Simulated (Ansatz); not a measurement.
Ansatz (an electronic-structure program) input (CCSD(T)/def2-SVP):

Ansatz 0.2 input:
```yaml
crystal:
  periodic: [false, false, false]
  atoms:
    - {symbol: Ce, position_ang: [0.00000000, 0.00000000, 0.00000000]}
    - {symbol: O, position_ang: [0.00000000, 0.00000000, 1.75631509]}
    - {symbol: O, position_ang: [-0.00000000, -0.00000000, -1.75631509]}
basis:
  gaussian:
    orbitals: def2-SVP
total_charge: 1
magnetization: {spin_polarized: true, initial_magnetization: 1}
correlation: {method: ccsd_t, electrons: outside_noble_gas}
```

End of the output:

```
mean field evaluation 576: about -16944.1370 eV, gradient 1.6e0 eV
mean field evaluation 608: about -16939.2528 eV, gradient 1.5e-3 eV
mean field evaluation 640: about -16938.4591 eV, gradient 6.3e-1 eV
mean field evaluation 672: about -16938.4672 eV, gradient 1.7e-2 eV
mean field evaluation 704: about -16938.4476 eV, gradient 2.1e-2 eV
mean field evaluation 736: about -16939.4075 eV, gradient 7.2e-3 eV
mean field evaluation 768: about -16939.3659 eV, gradient 1.5e0 eV
mean field evaluation 800: about -16944.8598 eV, gradient 1.0e0 eV
mean field evaluation 832: about -16949.1188 eV, gradient 8.2e-3 eV
mean field evaluation 864: about -16949.1776 eV, gradient 4.3e0 eV
mean field evaluation 896: about -16951.2390 eV, gradient 8.5e-2 eV
mean field evaluation 928: about -16949.4289 eV, gradient 6.1e-3 eV
mean field evaluation 960: about -16949.4289 eV, gradient 8.8e-4 eV
mean field evaluation 992: about -16946.6531 eV, gradient 5.1e-1 eV
mean field evaluation 1024: about -16946.6603 eV, gradient 1.2e-3 eV
mean field -16951.24126617 eV, -622.9466265677 hartree, gradient 2.7e-6 eV, S^2 0.815967; 8 other end points of the search recorded, 0 dependent functions left out
determinant -16951.24126617 eV, -622.9466265677 hartree, with singles and doubles -16963.80560895 eV, -623.4083576485 hartree
determinant -16951.22674479 eV, -622.9460929168 hartree, with singles and doubles -16963.87571312 eV, -623.4109339293 hartree
determinant -16949.42893710 eV, -622.8800247027 hartree, with singles and doubles -16961.53210155 eV, -623.3248077925 hartree
determinant -16949.11883024 eV, -622.8686284859 hartree, with singles and doubles -16961.70244205 eV, -623.3310676905 hartree
determinant -16951.24126617 eV, -622.9466265677 hartree, with singles and doubles -16963.85874182 eV, -623.4103102455 hartree
determinant -16951.22674479 eV, -622.9460929168 hartree, with singles and doubles -16963.89211967 eV, -623.4115368586 hartree
mean field evaluation 1056: about -16951.2267 eV, gradient 7.7e-6 eV
15 core orbitals not correlated, not the lowest: weight in the atoms' cores, before any rotation towards them, 0.648 or more for the frozen orbitals, at most 0.262 for the correlated occupied ones
reference -16951.22674479 eV, -622.9460929168 hartree; 8, 7 occupied and 83, 84 virtual orbitals, 920 factors
second order -13.03672195 eV of doubles, -0.00000000 eV of singles
coupled cluster: 0.54 GiB planned
cycle   1  -12.66537491 eV  change   -3.7e-8 eV  update   1.9e-6
perturbative correction -0.66162744 eV, -0.0243143601 hartree
Total energy: -16964.55374715 eV, -623.4358512201 hartree
```

The spin state was set by rule; other spins were not relaxed.
